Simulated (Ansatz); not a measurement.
Job for Ansatz (a first-principles code): R-BLYP/def2-TZVPPD on C3H5F (a complex). Files ending in .json are basis or fitting sets from the Basis Set Exchange.

Ansatz 0.2 input:
```yaml
crystal:
  periodic: [false, false, false]
  atoms:
    - {symbol: C, position_ang: [-0.13296582, -0.10574667, 0.11218648]}
    - {symbol: C, position_ang: [0.35732020, 0.38157968, -0.86583565]}
    - {symbol: H, position_ang: [-0.55975168, -0.53367843, 0.98988141]}
    - {symbol: H, position_ang: [0.78737977, 0.81099856, -1.73748790]}
    - {symbol: C, position_ang: [0.62799140, -0.06298572, 3.63866271]}
    - {symbol: F, position_ang: [-0.47858182, -0.78748855, 3.19062581]}
    - {symbol: H, position_ang: [1.11101951, 0.39947804, 2.77786116]}
    - {symbol: H, position_ang: [0.28125125, 0.69959983, 4.33577623]}
    - {symbol: H, position_ang: [1.31218989, -0.75088264, 4.13504854]}
basis:
  gaussian:
    orbitals: def2-TZVPPD.json
hamiltonian:
  xc: {name: BLYP}
scf: {lower_state_search: off}
```

It printed:

```
WARN ansatz: RAYON_NUM_THREADS=1 ignored (pool sized by the plan → 1); use --threads N
Functional definition: BLYP
these checks for a lower state are left out or cut short: stability, starts, cluster_reference, orbital_swaps, neighbouring_geometries, increment
integrals: 0.11 GiB planned
1014 factors; their error is unknown
mean field: 0.97 GiB planned
mean field evaluation 1: about -5897.0503 eV, gradient 6.8e1 eV
mean field evaluation 2: about -5885.2429 eV, gradient 9.3e1 eV
mean field evaluation 4: about -5907.6821 eV, gradient 9.4e0 eV
mean field evaluation 8: about -5907.8780 eV, gradient 3.0e-1 eV
mean field evaluation 16: about -5907.8436 eV, gradient 1.0e-4 eV
mean field -5907.84364466 eV, -217.1092494610 hartree, gradient 5.9e-6 eV, S^2 0.000000; 0 other end points of the search recorded, 0 dependent functions left out
reference -5907.84403316 eV, -217.1092637381 hartree; 16, 16 occupied and 220, 220 virtual orbitals, 1014 factors
Total energy: -5907.84403316 eV, -217.1092637381 hartree
Checks for a lower state left out: stability, starts, cluster_reference, orbital_swaps, neighbouring_geometries, increment
```

Self-consistency was reached.

Cost: roughly 4 core-seconds.
